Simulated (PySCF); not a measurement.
# How the method changes the shape and vibrations of BH3NOSi

All numbers below are calculated, not measured. The program is PySCF 2.14.0, an open-source quantum chemistry code, run on an isolated molecule that a program drew, which may never have been made. The molecule is BH3NOSi (charge 0, doublet), drawn as the SMILES string `[BH]N[SiH]=O`.

The geometry was optimised and harmonic frequencies were computed with HF and MP2, all in the cc-pV(D+d)Z basis, for the commonest isotopes, with a restricted reference for singlets and an unrestricted one otherwise, and a frozen core in MP2. Each result is a local minimum of its method.

Geometry at the HF minimum:
```xyz
7
BH3NOSi, angstrom
B     0.2938    1.6722   -1.7144
N     0.5816    1.1782   -0.4286
Si   -0.5380    0.4676    0.6409
O    -0.1941   -0.0462    2.0010
H     1.0930    2.1686   -2.4524
H     1.5318    1.2446   -0.0978
H    -1.8524    0.4555   -0.0002
```

Lengths of the bonds as drawn, in Å (atoms numbered as above):
```
  bond     HF    MP2
 B1-N2  1.407  1.413
N2-Si3  1.704  1.733
Si3-O4  1.494  1.534
 B1-H5  1.196  1.204
 N2-H6  1.008  1.025
Si3-H7  1.463  1.471
```

Rotational constants, in GHz:
```
constant,HF,MP2
A,36.05,35.2
B,3.535,3.439
C,3.219,3.133
```

Harmonic frequencies in cm^-1, each column in rising order, so a row needn't be the same motion in every method:
| rank | HF | MP2 |
|---|---|---|
| 1 | 133 | 110 |
| 2 | 234 | 217 |
| 3 | 404 | 365 |
| 4 | 471 | 452 |
| 5 | 671 | 595 |
| 6 | 791 | 736 |
| 7 | 871 | 823 |
| 8 | 930 | 868 |
| 9 | 1017 | 951 |
| 10 | 1273 | 1180 |
| 11 | 1334 | 1224 |
| 12 | 1430 | 1334 |
| 13 | 2423 | 2349 |
| 14 | 2742 | ? |
| 15 | 3733 | 3541 |

**Estimate the missing MP2 frequency from the HF column.**

A single factor s that minimises the squared misfit of MP2 against s times HF over the other rows is sum(HF x MP2) / sum(HF^2) = 0.9460, with an rms misfit of 24 cm^-1. For rank 14 it gives 0.9460 x 2742 = 2594 cm^-1. The calculation gives 2688 cm^-1, 94 cm^-1 above the estimate. The drawn bonds are on average 1.3 % longer in MP2 than in HF.
